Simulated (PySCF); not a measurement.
# SMILES FC1=CC=CC12CCC2, C$_{8}$H$_{9}$F

Geometry:
```tsv
atom	x (Å)	y (Å)	z (Å)
F1	1.025	-1.778	-0.458
C2	1.159	-0.537	-0.010
C3	2.288	0.182	0.100
C4	1.900	1.490	0.645
C5	0.567	1.533	0.848
C6	-0.040	0.221	0.444
C7	-0.993	-0.434	1.488
C8	-2.192	0.147	0.722
C9	-1.275	0.309	-0.502
H10	3.296	-0.139	-0.163
H11	2.605	2.298	0.848
H12	-0.010	2.370	1.243
H13	-0.842	-0.149	2.539
H14	-0.947	-1.530	1.401
H15	-3.084	-0.486	0.612
H16	-2.504	1.120	1.129
H17	-1.310	-0.576	-1.155
H18	-1.362	1.215	-1.117
```

Computed with quadratic response CAM-B3LYP/aug-cc-pVDZ first hyperpolarisability, Taylor convention, gas phase in PySCF. Geometry: PBE0-D3(BJ)/def2-SVP.

**Question.** Give β for the processes computed.

**Answer.** In au, Taylor convention; the vector part is βᵢ = ⅓ Σⱼ (βᵢⱼⱼ + βⱼᵢⱼ + βⱼⱼᵢ); β∥ is 3/5 of the vector part along the dipole, the dipole points from − to +:
| process | λ (nm) | β vector norm | β∥ | β HRS | depolarisation ratio |
| --- | --- | --- | --- | --- | --- |
| static β(0;0,0) | ∞ | 241.8 | -82.0 | 91.0 | 7.49 |
| second harmonic β(−2ω;ω,ω) | 1907 | 254.1 | -86.3 | 95.8 | 7.36 |
| Pockels β(−ω;ω,0) | 1907 | 245.8 | -83.3 | – | – |
| second harmonic β(−2ω;ω,ω) | 1064 | 286.6 | -98.5 | 108.5 | 7.05 |
| Pockels β(−ω;ω,0) | 1064 | 255.1 | -86.7 | – | – |

**Question.** Which lowest excitations, dipole and polarisabilities go with it?

**Answer.** S1 4.62 eV (f = 0.042); S2 5.52 eV (f = 0.002); S3 5.85 eV (f = 0.013); dipole 1.25 D; isotropic α 90.0 au static, 90.3 au at 1907 nm, 90.9 au at 1064 nm, 91.1 au at 953.5 nm, 93.7 au at 532 nm.
